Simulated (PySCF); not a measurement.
# Correlation energy of Ni²⁺ (nickel, charge +2)

[Ar] 3d7 4s1, high-spin 5F determinant (an excited configuration). Computed with PySCF 2.14 in def2-TZVPPD (6s6p4d2f1g, 67 functions), with the non-relativistic Hamiltonian (point nucleus). Frozen: [Ne]; 16 electrons correlated.

```csv
level,correlation energy (mhartree)
CCSD,-497.64
(T),-7.39
CCSD(T),-505.03
```

Diagnostics: T1 = 0.0068, D1 = 0.0185, largest double amplitude 0.014.

Cost of the coupled-cluster step: roughly 22 core-seconds, for 16 correlated electrons.

Iterations:

```
CC2 = 0
CCSD nocc = (np.int64(10), np.int64(6)), nmo = (62, 62)
frozen orbitals [[0, 1, 2, 3, 4], [0, 1, 2, 3, 4]]
max_cycle = 100
direct = 0
conv_tol = 1e-08
conv_tol_normt = 1e-06
diis_space = 8
diis_start_cycle = 0
Init t2, MP2 energy = -0.504706616085506
Init E_corr(UCCSD) = -0.504706616092753
cycle = 1  E_corr(UCCSD) = -0.488734531274593  dE = 0.0159720848  norm(t1,t2) = 0.0478376
cycle = 2  E_corr(UCCSD) = -0.497805205667309  dE = -0.00907067439  norm(t1,t2) = 0.0123346
cycle = 3  E_corr(UCCSD) = -0.497187436161187  dE = 0.000617769506  norm(t1,t2) = 0.00519263
cycle = 4  E_corr(UCCSD) = -0.497632652036321  dE = -0.000445215875  norm(t1,t2) = 0.00178854
cycle = 5  E_corr(UCCSD) = -0.497659542251708  dE = -2.68902154e-05  norm(t1,t2) = 0.000414295
cycle = 6  E_corr(UCCSD) = -0.497635718124335  dE = 2.38241274e-05  norm(t1,t2) = 0.000148028
cycle = 7  E_corr(UCCSD) = -0.497638358390697  dE = -2.64026636e-06  norm(t1,t2) = 3.37039e-05
cycle = 8  E_corr(UCCSD) = -0.497640604824363  dE = -2.24643367e-06  norm(t1,t2) = 9.29206e-06
cycle = 9  E_corr(UCCSD) = -0.497639923100253  dE = 6.81724109e-07  norm(t1,t2) = 2.5983e-06
cycle = 10  E_corr(UCCSD) = -0.497639892747857  dE = 3.03523963e-08  norm(t1,t2) = 6.85288e-07
cycle = 11  E_corr(UCCSD) = -0.497639928919955  dE = -3.6172098e-08  norm(t1,t2) = 2.57801e-07
cycle = 12  E_corr(UCCSD) = -0.49763992208358  dE = 6.83637474e-09  norm(t1,t2) = 7.21425e-08
UCCSD converged
E(UCCSD) = -1506.292383357144  E_corr = -0.4976399220835802
UCCSD(T) correction = -0.00739355969435187
```

This basis was not built for core-valence correlation, so the inner-shell part is incomplete.
